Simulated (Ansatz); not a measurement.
Relaxation of GaH5S (7 atoms, charge 0, multiplicity 1), to a largest force component of 0.03 eV/Å in at most 50 steps.

These are results of Ansatz, RKS PBE0/def2-SVP, not measurements.

```xyz
7
Properties=species:S:1:pos:R:3
Ga 0.064 -0.542 -0.426
H -0.011 0.004 2.288
H 1.378 0.292 -0.509
H -1.380 -0.100 -0.823
S 0.340 -2.643 0.341
H -0.953 -3.012 0.189
H 0.062 -0.664 2.024
```

Problem. Where does it end, and by what steps?

Solution. It converged. After 8 steps the energy has fallen by 0.135 eV; S5 moved furthest, 0.41 Å.

| step | energy less start (eV) | largest force component (eV/Å) | accepted |
| --- | --- | --- | --- |
| 0 | 0.0000 | 1.735 | yes |
| 1 | -0.1077 | 0.285 | yes |
| 2 | -0.1172 | 0.206 | yes |
| 3 | -0.1238 | 0.123 | yes |
| 4 | -0.1289 | 0.078 | yes |
| 5 | -0.1313 | 0.036 | yes |
| 6 | -0.1335 | 0.213 | yes |
| 7 | -0.1340 | 0.126 | yes |
| 8 | -0.1350 | 0.022 | yes |

```xyz
7
Properties=species:S:1:pos:R:3
Ga 0.085 -0.654 -0.364
H -0.080 0.315 2.214
H 1.406 0.171 -0.469
H -1.374 -0.118 -0.539
S 0.368 -2.822 -0.025
H -0.949 -3.122 -0.023
H 0.045 -0.435 2.289
```

Time of the run: 22 s on 1 thread of Arm Neoverse V1, with other jobs on the host, peak memory 0.17 GiB.
